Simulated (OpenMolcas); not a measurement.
3d3 along the 21-electron sequence

```json
{"Program": "OpenMolcas 26.06", "Method": "SS-CASPT2, IPEA 0.25 Eh, imaginary shift 0.1 Eh", "Basis": "ANO-R2", "Scalar Hamiltonian": "X2C, finite nucleus", "Spin-orbit coupling": "state interaction with AMFI integrals over the reference wave functions, term energies averaged over their components"}
```

Active space for each ion: 3 electrons in 5 orbitals (3d); closed shells correlated by CASPT2: 3s 3p.

Computed levels in cm-1 above 4F 3/2:

| Level | Cr3+ | Mn4+ | Fe5+ | Ni7+ |
| --- | --- | --- | --- | --- |
| 4F 5/2 | 250 | 367 | 516 | 961 |
| 4F 7/2 | 590 | 864 | 1210 | 2230 |
| 4F 9/2 | 1013 | 1477 | 2060 | 3750 |
| 4P 1/2 | 14670 | 17140 | 19380 | 24130 |
| 4P 3/2 | 14780 | 17290 | 19580 | 24420 |
| 4P 5/2 | 15060 | 17710 | 20190 | 25620 |
| 2G 7/2 | 15440 | 18140 | 20900 | 26530 |
| 2G 9/2 | 15800 | 18650 | 21600 | 27720 |
| 2D 3/2(1) | 20560 | 24150 | 27460 | 34340 |
| weight of 4F in the lowest level (%) | 100 | 100 | 100 | 100 |

Mixed levels, with the weight of the term that names them: Mn4+ 2D 3/2(1) (69 %), Fe5+ 2D 3/2(1) (64 %), Ni7+ 2D 3/2(1) (65 %).

Measured, with the error of the calculation in %. Measured levels: Cr3+ from Sugar and Corliss, J. Phys. Chem. Ref. Data 6, 317 (1977); Mn4+ from Corliss and Sugar, J. Phys. Chem. Ref. Data 6, 1253 (1977); Fe5+ from Corliss and Sugar, J. Phys. Chem. Ref. Data 11, 135 (1982); Ni7+ from Corliss and Sugar, J. Phys. Chem. Ref. Data 10, 197 (1981).

```json
{"Level": "4F 5/2", "Cr3+": "236 (+5.8)", "Mn4+": "359 (+2.1)", "Fe5+": "511 (+0.9)", "Ni7+": "1012 (-5.0)"}
{"Level": "4F 7/2", "Cr3+": "556 (+6.2)", "Mn4+": "835 (+3.4)", "Fe5+": "1188 (+1.8)", "Ni7+": "2184 (+2.1)"}
{"Level": "4F 9/2", "Cr3+": "946 (+7.2)", "Mn4+": "1412 (+4.6)", "Fe5+": "2001 (+2.9)", "Ni7+": "3721 (+0.7)"}
{"Level": "4P 1/2", "Cr3+": "14059 (+4.3)", "Mn4+": "16434 (+4.3)", "Fe5+": "18738 (+3.4)", "Ni7+": "23261 (+3.8)"}
{"Level": "4P 3/2", "Cr3+": "14177 (+4.3)", "Mn4+": "16595 (+4.2)", "Fe5+": "18942 (+3.4)", "Ni7+": "23710 (+3.0)"}
{"Level": "4P 5/2", "Cr3+": "14471 (+4.1)", "Mn4+": "17049 (+3.9)", "Fe5+": "19611 (+3.0)", "Ni7+": "24669 (+3.9)"}
{"Level": "2G 7/2", "Cr3+": "15052 (+2.6)", "Mn4+": "17892 (+1.4)", "Fe5+": "20616 (+1.4)", "Ni7+": ""}
{"Level": "2G 9/2", "Cr3+": "15402 (+2.6)", "Mn4+": "18399 (+1.4)", "Fe5+": "21315 (+1.4)", "Ni7+": ""}
{"Level": "2D 3/2(1)", "Cr3+": "20650 (-0.4)", "Mn4+": "", "Fe5+": "", "Ni7+": ""}
```

The fine-structure level 4F 9/2 changes by a factor of 3.7 from Cr3+ to Ni7+. Its fourth root runs 5.64, 6.20, 6.74, 7.83, with steps per unit of Z of 0.56, 0.54, 0.54; equal steps would mean a (Z - σ)^4 law with constant σ.

4P 1/2 changes by a factor of 1.64 over the same range, with steps per unit of Z of +2470, +2240, +2380 cm-1.

CASPT2 breaks the degeneracy within a term, and the mean is taken; among the terms shown or strongly mixed into the levels shown the widest spread is 790 cm-1 (3d3 4F, Ni7+). The CASPT2 spread within a term exceeds the gap to the next term for 3d3 2D(1) and 3d3 2P, so the order of their levels is uncertain, and so are names and mixing where such terms share a J (figures for Mn4+; the like holds for Fe5+, Ni7+). Computed and measured levels are paired by configuration, term and J; levels that our copy of the source lacks, or whose pairing is in doubt (as where it misses far off the trend of its configuration), stay unpaired and out of the deviations. Only configurations of the active space appear.

A number in round brackets counts repeated terms of one configuration in the order of the reference energies.
